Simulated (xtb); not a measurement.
Cl₅Ta, charge -1, doublet, geometry from GFN2-xTB (such geometries of metal compounds can be far from the true shape) (the multiplicity is a formal guess). Base run: GFN2-xTB (xtb 6.7.1).

xtb was given this input:
```
$ xtb mol.xyz --gfn 2 --chrg -1 --uhf 1 --json

# file mol.xyz
6

Ta     0.05144744     0.04207757    -0.03644656
Cl     1.73907412    -0.59013818     1.59068050
Cl    -1.61972561     0.68775034    -1.67522975
Cl     0.07586183     2.18513661     0.77698286
Cl     1.13346920    -1.19605508    -1.63370108
Cl    -1.54960089    -1.26737972     1.09777330
```

The base run was repeated with changes; each row names its change, and settings that it needs were set with it.

| change | ΔE vs base (kcal/mol) | G_solv (kcal/mol) | SCF cycles |
|---|---|---|---|
| base | 0.000 | - | 14 |
| acc = 30 | 0.001 | - | 9 |
| acc = 0.1 | 0.000 | - | 17 |
| etemp = 10000 | -73.8 | - | 13 |
| etemp = 5000 | -17.33 | - | 13 |
| alpb = hexane | -30.21 | -30.27 | 14 |
| alpb = chcl3 | -41.89 | -41.92 | 15 |

ALPB and GBSA are two models with their own fitted parameters for each solvent, which aren't always the measured dielectric constant.
